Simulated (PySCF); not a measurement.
Fractional electron number in Zr²⁺ (zirconium, charge +2)

The 4d alpha orbital of [Kr] 4d2 is emptied in steps (occupation f), with all orbitals relaxed, ending at [Kr] 4d1. Computed with PySCF 2.14 in def2-SVP with the def2 core potential (28 electrons), with a scalar-relativistic core potential. The exact energy is a straight line in f; departures are measured from the line between the end points of the same method.

| f | UHF (eV) | LDA (eV) | PBE (eV) |
| --- | --- | --- | --- |
| 1 | 0.000 | 0.000 | 0.000 |
| 0.9 | 0.041 | -0.478 | -0.471 |
| 0.7 | 0.094 | -1.121 | -1.103 |
| 0.5 | 0.109 | -1.339 | -1.316 |
| 0.3 | 0.089 | -1.127 | -1.106 |
| 0.1 | 0.037 | -0.483 | -0.474 |
| 0 | 0.000 | 0.000 | 0.000 |

```json
{"method": "UHF", "E(f=0) − E(f=1) (eV)": "22.472", "−ε at f=1 (eV)": "22.936", "−ε at f=0.5 (eV)": "22.458"}
{"method": "LDA", "E(f=0) − E(f=1) (eV)": "23.398", "−ε at f=1 (eV)": "18.108", "−ε at f=0.5 (eV)": "23.378"}
{"method": "PBE", "E(f=0) − E(f=1) (eV)": "23.455", "−ε at f=1 (eV)": "18.238", "−ε at f=0.5 (eV)": "23.444"}
```

Orbital energy along the path (eV):

```json
{"f": "1", "UHF": "-22.936", "LDA": "-18.108", "PBE": "-18.238"}
{"f": "0.9", "UHF": "-22.833", "LDA": "-19.137", "PBE": "-19.260"}
{"f": "0.7", "UHF": "-22.638", "LDA": "-21.238", "PBE": "-21.338"}
{"f": "0.5", "UHF": "-22.458", "LDA": "-23.378", "PBE": "-23.444"}
{"f": "0.3", "UHF": "-22.291", "LDA": "-25.539", "PBE": "-25.561"}
{"f": "0.1", "UHF": "-22.135", "LDA": "-27.694", "PBE": "-27.672"}
{"f": "0", "UHF": "-22.061", "LDA": "-28.752", "PBE": "-28.711"}
```

Reference removal energy between the ground levels: 23.170 eV (semi-empirical (NIST evaluation); NIST Atomic Spectra Database, ionization energies). The calculation has no spin-orbit coupling. UHF lacks correlation.
